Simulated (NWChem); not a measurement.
System: KF; SMILES [F][K]

NWChem printed, in part:

```
             Northwest Computational Chemistry Package (NWChem) 7.3.0
             --------------------------------------------------------

                             Geometry "geometry" -> ""
                             -------------------------

 Output coordinates in angstroms (scale by  1.889725989 to convert to a.u.)

  No.       Tag          Charge          X              Y              Z
 ---- ---------------- ---------- -------------- -------------- --------------
    1 K                   19.0000     0.00000000     0.00000000    -0.70844000
    2 F                    9.0000     0.00000000     0.00000000     1.43058200

 Effective nuclear repulsion energy (a.u.)      42.3040574519

                                 NWChem DFT Module
                                 -----------------

 Summary of "ao basis" -> "ao basis" (spherical)
 ------------------------------------------------------------------------------
       Tag                 Description            Shells   Functions and Types
 ---------------- ------------------------------  ------  ---------------------
 K                         def2-tzvpd               14       36   6s5p3d
 F                         def2-tzvpd               14       40   6s4p3d1f

            General Information
            -------------------
          SCF calculation type: DFT
          Wavefunction type:  closed shell.
          No. of atoms     :     2
          No. of electrons :    28
           Alpha electrons :    14
            Beta electrons :    14
          Charge           :     0
          Spin multiplicity:     1
          Use of symmetry is: off; symmetry adaption is: off
          Maximum number of iterations: 150
          AO basis - number of functions:    76
                     number of shells:    28
          Convergence on energy requested:  1.00D-06
          Convergence on density requested:  1.00D-05
          Convergence on gradient requested:  5.00D-04

              XC Information
              --------------
                         PBE0 Method XC Functional
                     Hartree-Fock (Exact) Exchange  0.250
          PerdewBurkeErnzerhof Exchange Functional  0.750
            Perdew 1991 LDA Correlation Functional  1.000 local
           PerdewBurkeErnz. Correlation Functional  1.000 non-local

[...]

                                NWChem TDDFT Module
                                -------------------

            General Information
            -------------------
           No. of orbitals :     152
            Alpha orbitals :      76
             Beta orbitals :      76
        Alpha frozen cores :       0
         Beta frozen cores :       0
     Alpha frozen virtuals :       0
      Beta frozen virtuals :       0
         Spin multiplicity :       1
    Number of AO functions :      76
        Use of symmetry is : off
      Symmetry adaption is : off
         Schwarz screening :  0.10D-07

              XC Information
              --------------
                  PBE0 Method XC Functional
              Hartree-Fock (Exact) Exchange   0.25
   PerdewBurkeErnzerhof Exchange Functional   0.75
     Perdew 1991 LDA Correlation Functional   1.00 local
    PerdewBurkeErnz. Correlation Functional   1.00 non-local

             TDDFT Information
             -----------------
          Calculation type : Tamm-Dancoff TDDFT
         Wavefunction type : Restricted singlets
          No. of electrons :      28
           Alpha electrons :      14
            Beta electrons :      14
              No. of roots :       6
          Max subspacesize :    5200
            Max iterations :     100
               Target root :       1
           Target symmetry : none
      Symmetry restriction : off
                 Algorithm : Optimal
        Davidson threshold :  0.10D-03

    6 smallest eigenvalue differences (eV)
--------------------------------------------------------
  No. Spin  Occ  Vir  Irrep   E(Occ)    E(Vir)   E(Diff)
--------------------------------------------------------
    1    1   14   15 a        -0.240    -0.036     5.533
    2    1   13   15 a        -0.240    -0.036     5.551
    3    1   12   15 a        -0.240    -0.036     5.551
    4    1   14   16 a        -0.240     0.010     6.808
    5    1   14   17 a        -0.240     0.010     6.808
    6    1   13   16 a        -0.240     0.010     6.826
--------------------------------------------------------

  Entering Davidson iterations
  Restricted singlet excited states

  Iter   NTrls   NConv    DeltaV     DeltaE      Time
  ----  ------  ------  ---------  ---------  ---------
    1      6       0     0.62E-01   0.10+100        4.2
    2     12       0     0.17E-01   0.34E-02        4.3
    3     18       0     0.48E-02   0.63E-03        4.2
    4     24       0     0.72E-02   0.85E-04        4.2
    5     30       4     0.55E-02   0.17E-03        4.2
    6     32       5     0.15E-02   0.38E-04        3.6
    7     33       5     0.54E-02   0.23E-04        3.4
    8     34       5     0.23E-02   0.60E-04        3.4
    9     35       5     0.71E-03   0.52E-05        3.4
   10     36       5     0.15E-03   0.24E-06        3.4
   11     37       6     0.64E-04   0.14E-07        3.4
  ----  ------  ------  ---------  ---------  ---------
  Convergence criterion met

  Ground state a        -699.592530753697 a.u.

  ----------------------------------------------------------------------------
  Root   1 singlet a              0.168329433 a.u.                4.5805 eV
  ----------------------------------------------------------------------------
     Transition Moments    X -0.16295   Y  0.17170   Z  0.00000
     Dipole Oscillator Strength                    0.0062882312
     Electric Quadrupole                           0.0000000078
     Magnetic Dipole                               0.0000000534
     Total Oscillator Strength                     0.0062882924

[...]
```

Level: PBE0/def2-TZVPD, TDA. Geometry: optimised at PBE0/def2-SVP.

Problem. Which NWChem input produces such a log?

Solution. Several could match; the one computed here: the input that was run:
```
start job
memory heap 200 mb stack 900 mb global 1100 mb
geometry units angstroms noautosym nocenter noautoz
  K      0.000000     0.000000    -0.708440
  F      0.000000     0.000000     1.430582
end
basis spherical
  * library def2-tzvpd
end
dft
  xc pbe0
  iterations 150
end
tddft
  cis
  nroots 6
  notriplet
end
task tddft energy
```
